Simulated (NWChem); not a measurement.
All runs are NWChem calculations. System: H3GeI, charge 0, spin multiplicity 1, at a geometry optimised with PBE/def2-SVP with def2 effective core potentials on I. The structure started from a generated list of species. Level: G0W0@PBE0/def2-TZVPD with def2 effective core potentials on I, RI basis def2-tzvpd-rifit, no spin-orbit coupling.

Job file:

```
start mol
memory heap 200 mb stack 700 mb global 1700 mb
geometry units angstroms nocenter noautoz
  Ge     1.514609    -0.028512     0.000000
  I     -1.026946     0.019333     0.000000
  H      1.973016    -0.774075     1.276122
  H      1.973016    -0.774075    -1.276122
  H      2.014600     1.435886     0.000000
  symmetry group Cs
end
basis spherical
  * library def2-tzvpd
end
ecp
  I library def2-ecp
end
basis "ri basis" bse spherical
  * library def2-tzvpd-rifit
end
dft
  xc pbe0
  iterations 100
  direct
  tolerances tight
end
task dft energy
gw
  states alpha occ 4 vir 2
end
task dft gw
```

Output (cleaned and shortened):

```
             Northwest Computational Chemistry Package (NWChem) 7.3.0
             --------------------------------------------------------

                                NWChem Input Module
                                -------------------

 Scaling coordinates for geometry "geometry" by  1.889725989
 (inverse scale =  0.529177249)

 Turning off AUTOSYM since
 SYMMETRY directive was detected!

                             Geometry "geometry" -> ""
                             -------------------------

 Output coordinates in angstroms (scale by  1.889725989 to convert to a.u.)

  No.       Tag          Charge          X              Y              Z
 ---- ---------------- ---------- -------------- -------------- --------------
    1 Ge                  32.0000     1.51460900    -0.02851200     0.00000000
    2 I                   53.0000    -1.02694600     0.01933300     0.00000000
    3 H                    1.0000     1.97301600    -0.77407500     1.27612200
    4 H                    1.0000     1.97301600    -0.77407500    -1.27612200
    5 H                    1.0000     2.01460000     1.43588600     0.00000000

 Effective nuclear repulsion energy (a.u.)     411.5902472070

            Nuclear Dipole moment (a.u.)
            ----------------------------
        X                 Y               Z
 ---------------- ---------------- ----------------
    -0.0000340151     0.0000018897     0.0000000000

      Symmetry information
      --------------------

 Group name             Cs
 Group number              2
 Group order               2
 No. of unique centers     4

      Symmetry unique atoms

     1    2    3    5


 Summary of "ao basis" -> "" (spherical)
 ------------------------------------------------------------------------------
       Tag                 Description            Shells   Functions and Types
 ---------------- ------------------------------  ------  ---------------------
 *                         def2-tzvpd                 on all atoms

 Summary of "ri basis" -> "" (spherical)
 ------------------------------------------------------------------------------
       Tag                 Description            Shells   Functions and Types
 ---------------- ------------------------------  ------  ---------------------
 *                      def2-tzvpd-rifit              on all atoms

                                 NWChem DFT Module
                                 -----------------

 Summary of "ao basis" -> "ao basis" (spherical)
 ------------------------------------------------------------------------------
       Tag                 Description            Shells   Functions and Types
 ---------------- ------------------------------  ------  ---------------------
 Ge                        def2-tzvpd               18       54   7s5p5d1f
 I                         def2-tzvpd               19       59   7s6p4d2f
 H                         def2-tzvpd                5        9   3s2p

 Summary of "ao basis" -> "ao basis" (spherical)
 ------------------------------------------------------------------------------
       Tag                 Description            Shells   Functions and Types
 ---------------- ------------------------------  ------  ---------------------
 Ge                        def2-tzvpd               18       54   7s5p5d1f
 I                         def2-tzvpd               19       59   7s6p4d2f
 H                         def2-tzvpd                5        9   3s2p

      Symmetry analysis of basis
[...]
    73      0.546681  2 I  pz                67     -0.445174  2 I  pz
    70      0.352005  2 I  pz                76      0.254168  2 I  pz
   115     -0.073384  3 H  s                124      0.073384  4 H  s
    64     -0.056586  2 I  pz                19     -0.056301  1 Ge pz
   116     -0.046744  3 H  s                125      0.046744  4 H  s

 Vector   31  Occ=0.000000D+00  E=-4.877846D-02  Symmetry=a'
              MO Center=  5.5D-01, -1.0D-02, -1.4D-13, r^2= 7.2D+00
   Bfn.  Coefficient  Atom+Function         Bfn.  Coefficient  Atom+Function
  ----- ------------  ---------------      ----- ------------  ---------------
     6      0.474794  1 Ge s                  7     -0.441482  1 Ge s
     5      0.381827  1 Ge s                 71     -0.324445  2 I  px
    17     -0.315711  1 Ge px                61      0.300505  2 I  s
    59     -0.257055  2 I  s                 65      0.240270  2 I  px
    20     -0.238728  1 Ge px                68     -0.198767  2 I  px

 Vector   32  Occ=0.000000D+00  E=-2.263785D-04  Symmetry=a'
              MO Center=  1.1D+00, -2.1D-02, -1.6D-14, r^2= 8.4D+00
   Bfn.  Coefficient  Atom+Function         Bfn.  Coefficient  Atom+Function
  ----- ------------  ---------------      ----- ------------  ---------------
     7      0.878177  1 Ge s                 61      0.684748  2 I  s
     6      0.520396  1 Ge s                116     -0.463614  3 H  s
   125     -0.463614  4 H  s                134     -0.463436  5 H  s
     5     -0.356173  1 Ge s                 20      0.336242  1 Ge px
   139      0.293892  5 H  py               122      0.255135  3 H  pz

 Vector   33  Occ=0.000000D+00  E= 2.656771D-02  Symmetry=a"
              MO Center=  1.2D+00,  1.0D-01,  1.1D-10, r^2= 6.6D+00
   Bfn.  Coefficient  Atom+Function         Bfn.  Coefficient  Atom+Function
  ----- ------------  ---------------      ----- ------------  ---------------
    44      0.524360  1 Ge d -1             116      0.481976  3 H  s
   125     -0.481976  4 H  s                 22     -0.314360  1 Ge pz
    19      0.280145  1 Ge pz                39      0.205182  1 Ge d -1
   122     -0.187844  3 H  pz               131     -0.187844  4 H  pz
   120     -0.182616  3 H  px               129      0.182616  4 H  px

 center of mass
 --------------
 x =  -0.11448731 y =   0.00215593 z =   0.00000000

 moments of inertia (a.u.)
 ------------------
          23.838223015276          20.929014110635           0.000000000000
          20.929014110635        1135.178568230657           0.000000000000
           0.000000000000           0.000000000000        1135.573035831366

     Multipole analysis of the density
     ---------------------------------

     L   x y z        total         alpha         beta         nuclear
     -   - - -        -----         -----         ----         -------
     0   0 0 0     -0.000000    -30.000000    -30.000000     60.000000

     1   1 0 0      0.651418    -26.843326    -26.843326     54.338069
     1   0 1 0     -0.012242      0.505355      0.505355     -1.022952
     1   0 0 1     -0.000000     -0.000000     -0.000000      0.000000

     2   2 0 0    -32.033722   -215.316073   -215.316073    398.598424
     2   1 1 0     -0.053596      3.615764      3.615764     -7.285123
     2   1 0 1     -0.000000     -0.000000     -0.000000      0.000000
     2   0 2 0    -34.883943    -23.326212    -23.326212     11.768481
     2   0 1 1      0.000000      0.000000      0.000000      0.000000
     2   0 0 2    -34.885026    -23.257946    -23.257946     11.630866

 Task  times  cpu:       46.7s     wall:       46.7s

                                NWChem Input Module
                                -------------------

                                 NWChem GW Module
                                 ----------------

                             ***********************
                             ***        GW       ***
                             ***********************

 Summary of "ri basis" -> "ri basis" (spherical)
 ------------------------------------------------------------------------------
       Tag                 Description            Shells   Functions and Types
 ---------------- ------------------------------  ------  ---------------------
 Ge                     def2-tzvpd-rifit            41      175   11s10p9d6f4g1h
 I                      def2-tzvpd-rifit            42      200   10s9p9d7f4g3h
 H                      def2-tzvpd-rifit            10       24   5s3p2d

                 Memory Information
                 ------------------
          Available GA per process is          1699.9 MBs
          Available stack per process is        700.0 MBs
          Available heap per process is           0.0 MBs

          Peak memory in Initialization
              Peak GA per process is                 16.8 MBs
              Peak stack per process is               0.2 MBs
              Peak heap per process is               17.7 MBs
              Memory not in MA per process            0.0 MBs

          Peak memory in AFF Calculation
              Peak GA per process is                109.4 MBs
              Peak stack per process is              83.1 MBs
              Peak heap per process is                0.0 MBs
              Memory not in MA per process           83.1 MBs

          Computing 2-center integrals
          Computing Inverse Cholesky factor
          Computing 3-center integrals
          Computing V_xc ...

          Computing Sigma_x
          Computing RPA polarizability
          Solving quasiparticle equations

                  Alpha Orbitals
          State     Energy (eV)     Error (eV)
          -----------------------------------
@GW        27        -12.459           0.005
@GW        28        -11.135           0.004
@GW        29         -9.427           0.004
@GW        30         -9.427           0.004
@GW        31          0.638           0.004
@GW        32          1.514           0.003

   Applying  -1.8418 eV scissor-shift to rest of particle states

   Applying   1.9658 eV scissor-shift to rest of hole states

     GW Timing Statistics
   ------------------------
   Init.   :          0.3s
     ERIs  :          4.1s
     Distr.:          0.0s
     Vxc   :          5.7s
   Sigma_x :          0.0s
   RPA     :         10.8s
   Wmn     :          0.1s
   Sigma_c :          0.1s
   GW total:         21.2s

 Task  times  cpu:       21.2s     wall:       21.2s

 Total times  cpu:       67.9s     wall:       67.9s
```
